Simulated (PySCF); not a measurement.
C2H4O2, charge -1, doublet, at a GFN2-xTB geometry (a state made from the parent by changing its charge; the spin is typed, not shown lowest) (in this run its highest filled SCF level lies above zero, so its values depend strongly on the basis, on diffuse functions most of all). Base run: MP2/STO-3G run with PySCF.

PySCF was given this input:
```python
from pyscf import gto, scf, mp

mol = gto.M(
    atom='''
C    -1.35694313   -0.34695005   -0.01470161
O    -0.11621097   -0.92096213   -0.20521993
C     1.01595326    0.07657087   -0.15725667
O     0.77579441    1.25696160    0.28556146
H    -1.96902920   -0.39407010   -0.93383438
H    -1.90675889   -0.86419747    0.79042516
H    -1.21390419    0.70871758    0.26674643
H     1.85896390   -0.51617084    0.26568012
''',
    basis='sto-3g',
    charge=-1,
    spin=1,
    verbose=4,
)

mf = scf.UHF(mol)
mf.kernel()

pt = mp.MP2(mf, frozen=4)
pt.kernel()
print('E(MP2) = %.10f' % pt.e_tot)
mf.analyze()
```

The base run was repeated with changes; each row names its change, and settings that it needs were set with it.

| change | basis functions | E (Eh) | MP2 correlation (Eh) | SCF-reference HOMO (eV) | core-seconds (rough) |
|---|---|---|---|---|---|
| base | 24 | -224.73898 | -0.16392 | 3.65 | 0.4 |
| basis = 6-31G | 44 | -228.01285 | -0.41833 | -1.15 | 0.8 |
| basis = pcseg-0 | 44 | -227.43760 | -0.41934 | -0.93 | 0.6 |
| basis = 3-21G | 44 | -226.82313 | -0.40712 | -0.50 | 0.6 |
| basis = 6-31G* | 64 | -228.29114 | -0.60438 | -0.94 | 2 |
| basis = def2-SV(P) | 64 | -228.11553 | -0.60891 | -1.09 | 1 |
| basis = pcseg-1 | 76 | -228.28693 | -0.64640 | -1.26 | 2 |
| basis = pc-1 | 76 | -228.28876 | -0.64625 | -1.26 | 2 |
| basis = 6-31+G* | 80 | -228.33573 | -0.62329 | -1.49 | 3 |
| basis = def2-SVPD | 118 | -228.23090 | -0.68264 | -1.63 | 10 |
| basis = aug-cc-pVDZ | 128 | -228.43670 | -0.69450 | -1.52 | 10 |
| basis = aug-pcseg-1 | 128 | -228.34751 | -0.68226 | -1.52 | 20 |
| basis = def2-TZVP | 148 | -228.60196 | -0.80333 | -1.45 | 20 |

Totals compare only among sets that treat the same electrons; sets with core potentials leave the core out.

Open shells are given as the SCF converged; they aren't shown to be the lowest states, and a large step between rows can be another state.
